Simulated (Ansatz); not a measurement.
Ansatz (a program for electronic structure) input (B2PLYP/def2-TZVPD):

Ansatz 0.2 input:
```yaml
crystal:
  periodic: [false, false, false]
  atoms:
    - {symbol: Na, position_ang: [-0.00000000, -0.00000000, -1.06477101]}
    - {symbol: O, position_ang: [0.00000000, 0.00000000, 1.19274953]}
    - {symbol: H, position_ang: [0.00000000, 0.00000000, 2.17048488]}
basis:
  gaussian:
    orbitals: def2-TZVPD
hamiltonian:
  xc: {name: B2PLYP}
total_charge: 1
magnetization: {spin_polarized: true, initial_magnetization: 1}
correlation: {electrons: outside_noble_gas}
```

Output:

```
Functional definition: B2PLYP
integrals: 0.04 GiB planned
640 factors; integrals over basis functions are off by at most 1.4e-3 eV
mean field: 0.27 GiB planned
mean field evaluation 1: about -6459.2507 eV, gradient 4.9e1 eV
mean field evaluation 2: about -6459.2839 eV, gradient 4.9e1 eV
mean field evaluation 4: about -6466.7385 eV, gradient 2.0e0 eV
mean field evaluation 8: about -6466.7666 eV, gradient 5.3e-2 eV
mean field evaluation 16: about -6466.7666 eV, gradient 2.2e-5 eV
mean field -6466.76660618 eV, -237.6492894452 hartree, gradient 5.5e-6 eV, S^2 0.753906; 0 other end points of the search recorded, 0 dependent functions left out
6 core orbitals not correlated
reference -6466.76670805 eV, -237.6492931891 hartree; 4, 3 occupied and 74, 75 virtual orbitals, 640 factors
second order -6.31282584 eV of doubles, -0.00000000 eV of singles
Total energy: -6468.47117103 eV, -237.7119310482 hartree
```
